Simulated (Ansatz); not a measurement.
`C[Se]P`. The species carries charge 0 and has multiplicity 1. Geometry: relaxed with PBE0-D4/def2-TZVP. It is one conformer, not always the lowest.

```xyz
8

C     1.063   -0.582   -0.812
Se   -0.765   -0.831   -0.176
P    -0.889    1.070    1.026
H     1.755   -0.558    0.027
H     1.138    0.330   -1.399
H     1.282   -1.443   -1.443
H    -2.158    1.505    0.562
H    -1.426    0.511    2.216
```

Q: What is the dipole moment at PBE/def2-TZVPP? (Best estimate.)

A: Computed: 0.67 D, with components (0.62, 0.18, -0.15) D in this frame, pointing from negative to positive charge.

Q: And with r2SCAN, B3LYP, ωB97M-V? (Estimate.)

A: Ansatz gave: r2SCAN 0.72 D, B3LYP 0.70 D, ωB97M-V 0.72 D.

Q: Give the Mulliken charges with PBE, r2SCAN, B3LYP in def2-TZVPP. (Best estimate.)

A: The calculation gave: 
```
atom    PBE  r2SCAN  B3LYP
  C1  -0.34   -0.22  -0.35
 Se2  -0.05   -0.07  -0.05
  P3  -0.11   -0.05  -0.08
  H4   0.13    0.10   0.13
  H5   0.13    0.10   0.13
  H6   0.13    0.09   0.13
  H7   0.05    0.03   0.04
  H8   0.05    0.03   0.04
```

B3LYP here is the variant with VWN-RPA as its local correlation; programs differ in this.
